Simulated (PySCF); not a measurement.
CH₅FSn. Atoms are numbered in the order given.

```xyz
8

Sn    -0.2930     0.0825     0.0000
C      0.6791    -1.8401     0.0000
F      1.1558     1.3982     0.0000
H     -1.1835     0.4169    -1.4331
H     -1.1835     0.4169     1.4331
H      1.3071    -1.9314     0.8972
H     -0.0752    -2.6408     0.0000
H      1.3071    -1.9314    -0.8972
```
Charge 0, spin multiplicity 1.

The structure is a stationary point at B3LYP-D3(BJ)/def2-SVP. The def2 effective core potentials stand for the cores of Sn; spin–orbit coupling is left out.

Computed with M06-2X/def2-TZVPD (PySCF).

Mulliken values depend strongly on the basis, most of all with diffuse functions as here. ESP charges are fitted to the potential on shells at 1.4 to 2.0 van der Waals radii. Atomic charges (e):

```
atom  Mulliken  ESP fit
----  --------  -------
Sn1       0.80     0.87
C2       -1.13    -0.75
F3       -0.64    -0.43
H4        0.03    -0.14
H5        0.03    -0.14
H6        0.29     0.21
H7        0.33     0.18
H8        0.29     0.21
```
